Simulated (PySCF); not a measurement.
Simulation results for CH₇BGeN, BGeH₃NO, BGeH₄O, CH₇BGeO and others

All values are calculated (PySCF 2.14.0). Calculation on a computer-drawn molecule: the log of a Hartree-Fock and frozen-core CCSD(T) single point meant for a local Hartree-Fock minimum, with one planted fault or none, to be diagnosed. Offsets are logged minus clean, where the clean run is the same molecule without the fault. The reference is restricted for singlets and unrestricted otherwise, and also for a bond in bohr or an excited solution. Adding or removing an electron swaps singlet and doublet. The excited solution moves the top pair (singlet) or top alpha electron (doublet) to the lowest empty orbital. Highest occupied and lowest empty are orbital energies over both spins, largest force is the largest gradient component, triples share is (T) over the correlation energy, the T1 limit is 0.02 restricted and 0.045 unrestricted, electrons count all cores, a negative frequency is imaginary (commonest isotopes), and the dipole is about the centre of nuclear charge; on germanium a core potential holds 10 electrons, which the energies leave out, and 3d is frozen in MP2 and coupled-cluster steps.

Common to all runs: meant multiplicity 1; logged SCF converged yes; possible faults no fault, one electron removed, one electron added, multiplicity raised by two, geometry at a saddle point, SCF held on an excited solution, minimal basis STO-3G, one bond length entered in bohr, all coordinates scaled.

```json
{"entry": 1, "formula": "CH7BGeN", "logged_structure": {"atoms_angstrom": [["B", -1.6605, -1.1105, -1.0581], ["N", -0.9724, -0.7138, 0.1587], ["C", 0.505, -0.8402, 0.2453], ["Ge", -1.9271, -0.0952, 1.4894], ["H", -2.8485, -0.9954, -1.0931], ["H", -1.0164, -1.5313, -1.9643], ["H", 0.7856, -1.8813, 0.1057], ["H", 0.869, -0.504, 1.2145], ["H", 0.9639, -0.2348, -0.5325], ["H", -3.4183, -0.0008, 1.3159], ["H", -1.2072, 0.3148, 2.7501]]}, "given": {"meant_charge": 1, "meant_basis": "cc-pVDZ", "meant_basis_and_core_potential_on_germanium": "cc-pVDZ-PP ECP10MDF", "logged_electrons": 56, "logged_basis_functions": 100, "logged_spin_squared": 2.1744, "logged_highest_occupied [eV]": -11.471, "logged_lowest_empty [eV]": -9.1543, "logged_largest_force [hartree/bohr]": 0.14164, "logged_T1_diagnostic": 0.038036, "logged_D1_diagnostic": 0.19228, "logged_triples_share": 0.035695, "logged_CC_converged": "yes", "logged_dipole_magnitude [debye]": 5.1078, "logged_SCF_stable_within_its_kind": "yes", "logged_energy_HF [hartree]": -414.00881, "logged_energy_CCSD(T) [hartree]": -414.55807, "drawn_bonds_atom": [1, 2, 2, 1, 1, 3, 3, 3, 4, 4], "drawn_bonds_other_atom": [2, 3, 4, 5, 6, 7, 8, 9, 10, 11], "drawn_bonds_order": [1, 1, 1, 1, 1, 1, 1, 1, 1, 1]}, "results": {"planted_fault": "multiplicity raised by two", "HF_energy_offset_from_clean_run [kcal/mol]": 127.6, "CCSD(T)_energy_offset_from_clean_run [kcal/mol]": 123.0}}
{"entry": 2, "formula": "BGeH3NO", "logged_structure": {"atoms_angstrom": [["B", -2.4588, -0.0831, 0.6008], ["N", -2.2145, -1.4499, 0.5261], ["Ge", -2.0332, -2.2791, -1.005], ["O", -2.0715, -1.8615, -2.6028], ["H", -2.5785, 0.4533, 1.701], ["H", -2.5723, 0.676, -0.3538], ["H", -1.7708, -3.7893, -0.7552]]}, "given": {"meant_charge": -1, "meant_basis": "aug-cc-pVDZ", "meant_basis_and_core_potential_on_germanium": "aug-cc-pVDZ-PP ECP10MDF", "logged_electrons": 56, "logged_basis_functions": 128, "logged_spin_squared": 0.0, "logged_highest_occupied [eV]": -4.8658, "logged_lowest_empty [eV]": 3.6194, "logged_largest_force [hartree/bohr]": 2.1546e-06, "logged_lowest_frequency [cm^-1]": 47.596, "logged_T1_diagnostic": 0.023154, "logged_D1_diagnostic": 0.072487, "logged_triples_share": 0.041991, "logged_CC_converged": "yes", "logged_dipole_magnitude [debye]": 3.147, "logged_SCF_stable_within_its_kind": "yes", "logged_energy_HF [hartree]": -449.14675, "logged_energy_CCSD(T) [hartree]": -449.77551, "drawn_bonds_atom": [1, 2, 3, 1, 1, 3], "drawn_bonds_other_atom": [2, 3, 4, 5, 6, 7], "drawn_bonds_order": [1, 2, 1, 1, 1, 1]}, "results": {"planted_fault": "no fault", "HF_energy_offset_from_clean_run [kcal/mol]": 0.0, "CCSD(T)_energy_offset_from_clean_run [kcal/mol]": 0.0}, "notes": ["T1 above single-reference limit"]}
{"entry": 3, "formula": "BGeH4O", "logged_structure": {"atoms_angstrom": [["B", -0.2319, -0.4843, -1.7936], ["O", -0.3562, 0.21, -0.694], ["Ge", 0.9301, 0.3793, 0.7614], ["H", 0.7598, -1.1483, -2.0614], ["H", -1.1382, -0.4927, -2.6223], ["H", -0.1652, 0.1234, 1.9124], ["H", 0.7959, 1.9808, 0.8472]]}, "given": {"meant_charge": -1, "meant_basis": "aug-cc-pVDZ", "meant_basis_and_core_potential_on_germanium": "aug-cc-pVDZ-PP ECP10MDF", "logged_electrons": 49, "logged_basis_functions": 114, "logged_spin_squared": 0.7602, "logged_highest_occupied [eV]": -10.741, "logged_lowest_empty [eV]": -0.94623, "logged_largest_force [hartree/bohr]": 0.077915, "logged_T1_diagnostic": 0.021696, "logged_D1_diagnostic": 0.084256, "logged_triples_share": 0.031303, "logged_CC_converged": "yes", "logged_dipole_magnitude [debye]": 3.362, "logged_SCF_stable_within_its_kind": "yes", "logged_energy_HF [hartree]": -395.25027, "logged_energy_CCSD(T) [hartree]": -395.67676, "drawn_bonds_atom": [1, 2, 1, 1, 3, 3], "drawn_bonds_other_atom": [2, 3, 4, 5, 6, 7], "drawn_bonds_order": [1, 1, 1, 1, 1, 1]}, "results": {"planted_fault": "one electron removed", "HF_energy_offset_from_clean_run [kcal/mol]": 40.67, "CCSD(T)_energy_offset_from_clean_run [kcal/mol]": 59.04}}
{"entry": 4, "formula": "BGeH4O", "logged_structure": {"atoms_angstrom": [["B", -0.2319, -0.4843, -1.7936], ["O", -0.3562, 0.21, -0.694], ["Ge", 0.9301, 0.3793, 0.7614], ["H", 0.7598, -1.1483, -2.0614], ["H", -1.1382, -0.4927, -2.6223], ["H", -0.1652, 0.1234, 1.9124], ["H", 0.7959, 1.9808, 0.8472]]}, "given": {"meant_charge": -1, "meant_basis": "aug-cc-pVDZ", "meant_basis_and_core_potential_on_germanium": "aug-cc-pVDZ-PP ECP10MDF", "logged_electrons": 50, "logged_basis_functions": 114, "logged_spin_squared": 0.0, "logged_highest_occupied [eV]": -2.7725, "logged_lowest_empty [eV]": 3.6644, "logged_largest_force [hartree/bohr]": 2.2591e-05, "logged_lowest_frequency [cm^-1]": 32.707, "logged_T1_diagnostic": 0.017578, "logged_D1_diagnostic": 0.053269, "logged_triples_share": 0.031681, "logged_CC_converged": "yes", "logged_dipole_magnitude [debye]": 0.56173, "logged_SCF_stable_within_its_kind": "yes", "logged_energy_HF [hartree]": -395.31508, "logged_energy_CCSD(T) [hartree]": -395.77085, "drawn_bonds_atom": [1, 2, 1, 1, 3, 3], "drawn_bonds_other_atom": [2, 3, 4, 5, 6, 7], "drawn_bonds_order": [1, 1, 1, 1, 1, 1]}, "results": {}}
{"entry": 5, "formula": "CH7BGeO", "logged_structure": {"atoms_angstrom": [["B", -0.8221, -1.4137, -0.5696], ["O", -0.5432, -0.1044, -0.5484], ["Ge", 1.0249, 0.7607, -0.335], ["C", 0.6846, 2.1879, 0.939], ["H", 0.0466, -2.242, -0.412], ["H", -1.9633, -1.759, -0.7468], ["H", 1.4057, 1.2882, -1.7186], ["H", 2.0526, -0.2586, 0.1621], ["H", 0.3806, 1.7695, 1.8996], ["H", 1.5855, 2.7877, 1.0843], ["H", -0.1128, 2.8331, 0.5675]]}, "given": {"meant_charge": 0, "meant_basis": "cc-pVDZ", "meant_basis_and_core_potential_on_germanium": "cc-pVDZ-PP ECP10MDF", "logged_electrons": 58, "logged_basis_functions": 100, "logged_spin_squared": 0.0, "logged_highest_occupied [eV]": -3.5602, "logged_lowest_empty [eV]": -4.1798, "logged_largest_force [hartree/bohr]": 0.043424, "logged_CC_converged": "no", "logged_dipole_magnitude [debye]": 4.1888, "logged_SCF_stable_within_its_kind": "no", "logged_energy_HF [hartree]": -434.34595, "drawn_bonds_atom": [1, 2, 3, 1, 1, 3, 3, 4, 4, 4], "drawn_bonds_other_atom": [2, 3, 4, 5, 6, 7, 8, 9, 10, 11], "drawn_bonds_order": [1, 1, 1, 1, 1, 1, 1, 1, 1, 1]}, "results": {}, "notes": ["CCSD not converged"]}
{"entry": 6, "formula": "CH5BGeO", "logged_structure": {"atoms_angstrom": [["B", 1.4003, 0.6725, 2.7171], ["O", 1.0646, 1.1462, 1.4996], ["Ge", -0.3813, 0.8349, 0.5079], ["C", -1.5632, -0.4067, 0.85], ["H", 0.6587, -0.0555, 3.3291], ["H", 2.4613, 1.0016, 3.1772], ["H", -0.3077, 1.8236, -0.6277], ["H", -1.4918, -1.0592, 1.7084], ["H", -2.4088, -0.5244, 0.1854]]}, "given": {"meant_charge": 0, "meant_basis": "cc-pVDZ", "meant_basis_and_core_potential_on_germanium": "cc-pVDZ-PP ECP10MDF", "logged_electrons": 55, "logged_basis_functions": 90, "logged_spin_squared": 0.7574, "logged_highest_occupied [eV]": -16.444, "logged_lowest_empty [eV]": -6.405, "logged_largest_force [hartree/bohr]": 0.081611, "logged_T1_diagnostic": 0.016747, "logged_D1_diagnostic": 0.067191, "logged_triples_share": 0.026306, "logged_CC_converged": "yes", "logged_dipole_magnitude [debye]": 4.2876, "logged_SCF_stable_within_its_kind": "yes", "logged_energy_HF [hartree]": -433.42711, "logged_energy_CCSD(T) [hartree]": -433.93702, "drawn_bonds_atom": [1, 2, 3, 1, 1, 3, 4, 4], "drawn_bonds_other_atom": [2, 3, 4, 5, 6, 7, 8, 9], "drawn_bonds_order": [1, 1, 2, 1, 1, 1, 1, 1]}, "results": {}}
```

**Q.** Give the missing planted fault for BGeH₄O (entry 4).
**A.** no fault

**Q.** Which fault was planted in the run of CH₇BGeO (entry 5)?
**A.** SCF held on an excited solution

**Q.** Give the missing planted fault for CH₅BGeO (entry 6).
**A.** one electron removed

Further results for BGeH₄O (entry 4):

- HF energy offset from clean run: 0 kcal/mol
- CCSD(T) energy offset from clean run: 0 kcal/mol

Further results for CH₇BGeO (entry 5):

* HF energy offset from clean run: 365.3 kcal/mol

Further results for CH₅BGeO (entry 6):

* HF energy offset from clean run: 164.8 kcal/mol
* CCSD(T) energy offset from clean run: 195.8 kcal/mol
